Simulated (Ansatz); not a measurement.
An input meant for (CdS)2 ring (Cd2S2) (charge 0, singlet).

```yaml
crystal:
  periodic: [false, false, false]
  atoms:
    - {symbol: Cd, position_ang: [-0.680313, -0.737368, -0.957592]}
    - {symbol: S, position_ang: [1.767538, -0.575585, -0.812513]}
    - {symbol: Cd, position_ang: [0.680314, 0.737370, 0.957596]}
    - {symbol: S, position_ang: [-1.767539, 0.575592, 0.812509]}
basis:
  gaussian: {orbitals: def2-TZVPD}
hamiltonian: {xc: {name: HF}}
correlation: {method: mp2, frozen_orbitals: {Cd: 0}}
```

```sh
$ ansatz run in.yaml --threads 2 --pin off --events-out ev --progress --plain --max-ram 4352MiB
```

Shortened log:

```
Functional definition: HF
Error: "frozen_orbitals" has no count for S
```

Something in this input is off. What?

Frozen orbitals are typed for one element alone, and the program wants a count for each (the count typed has to fit that element's core, too). The program refused the input.
